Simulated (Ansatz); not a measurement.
The first iterations of a band of CH₅GaO (8 atoms, charge 0, multiplicity 1).

All numbers below come from RHF/def2-SVP in Ansatz 0.2.0.

```
movable images  : 9
climbing image  : yes
spring          : 5.0 eV/Å²
optimiser       : quadratic models (default)
start path      : through a guess of the saddle point
force threshold : 0.03 eV/Å
iteration limit : 60
end points      : relaxed
```

Initial state:

```xyz
8
Properties=species:S:1:pos:R:3
Ga 0.281 -0.254 0.542
H -0.242 -0.596 1.988
C 2.149 0.071 -0.004
H 2.751 -0.831 0.129
H 2.198 0.367 -1.052
H 2.605 0.857 0.604
O -0.935 -0.155 -0.757
H -1.847 -0.305 -0.570
```

Final state:

```xyz
8
Properties=species:S:1:pos:R:3
Ga -2.923 0.266 0.015
H 2.585 -0.055 1.557
C 2.426 0.033 0.483
H 1.360 -0.028 0.265
H 2.816 0.992 0.138
H 2.954 -0.774 -0.027
O -1.306 -0.339 -0.458
H -0.952 -0.942 -1.092
```

| iteration | highest image above the first end (eV) | largest band force component (eV/Å) |
| --- | --- | --- |
| 1 | 128.792 | 462.431 |
| 2 | 88.813 | 322.689 |
| 3 | 35.863 | 152.368 |
| 4 | 17.921 | 80.442 |
| 5 | 8.973 | 37.604 |
| 6 | 5.228 | 20.109 |
| 7 | 4.231 | 10.705 |
| 8 | 4.787 | 7.782 |
| 9 | 4.631 | 4.685 |
| 10 | 3.543 | 5.208 |
| 11 | 2.169 | 4.017 |
| 12 | 2.494 | 6.040 |
| 13 | 2.298 | 1.873 |
| 14 | 2.691 | 1.016 |
| 15 | 2.967 | 1.011 |
| 16 | 3.502 | 1.232 |
| 17 | 3.431 | 0.879 |
| 18 | 2.377 | 0.569 |
| 19 | 1.509 | 0.809 |
| 20 | 1.627 | 3.212 |

**Question.** Does the band converge within its limit, and where does its top end?

**Answer.** The run ended unconverged. It ended after 60 iterations with the highest image 4.910 eV above the first end. The band didn't meet its force threshold, so its energies are provisional: the largest band force was still 0.10 eV/Å, and over the last iterations the top stayed at 4.91 eV. Neighbouring images lie up to 2.9 Å apart, so the band is torn or far too coarse. The orbitals stay closed-shell, which can raise the energy where a bond breaks towards radicals; this wasn't checked here.

Time of the run: 9.8 min on 1 thread of Arm Neoverse V2, on a shared host, peak memory 0.16 GiB.
